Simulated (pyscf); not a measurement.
# Routes from H₃Si–AsH–Ga (SMILES [SiH3][AsH][Ga]) [singlet]

Candidate steps break at most two bonds and form at most two. Each was searched with GFN2-xTB (tblite) first. Structures and frequencies: ωB97X-D3(BJ)/def2-SVP in PySCF. Correlated levels are frozen-core, on RHF or UHF. ΔMP2 is the change of the MP2 total energy from the triple- to the quadruple-zeta basis. Energies: CCSD(T)/def2-TZVPP + ΔMP2(QZVPP), kcal/mol, from the reactant's lowest minimum found, singlet surface; ΔG‡ with ideal gas, 1 atm, RRHO with modes under 100 cm⁻¹ raised to 100, one conformer, R ln 2 for chiral ones without a mode under 150 cm⁻¹.

| products | type | ΔE‡ | ΔE | ΔG‡ 298 K | ΔG‡ 900 K | ν‡ (cm⁻¹) |
|---|---|---|---|---|---|---|
| H₃Si–As=GaH | concerted two-bond exchange | 60.7 | +5.6 | 58.8 | 60.1 | 904i |
| H₃Si–Ga=AsH | group migration | 72.0 | +13.1 | 68.6 | 67.9 | 354i |

Plain bond fissions and candidates not yet searched are not listed, and one of them may be faster. Each barrier is that of the saddle found; lower ones may exist. 2 of the closed-shell references are unstable towards spin polarisation; treat their single-reference values with care. The CCSD(T) − MP2 part came from Ansatz, without density fitting, on the same reference. The frozen core leaves the outer d or s,p core shells of the metals and heavy elements correlated in the MP2 and CC values, and def2-TZVPP describes them poorly, which can shift differences by a few kcal/mol. Elements up to Kr have no core potential and no relativistic terms here.
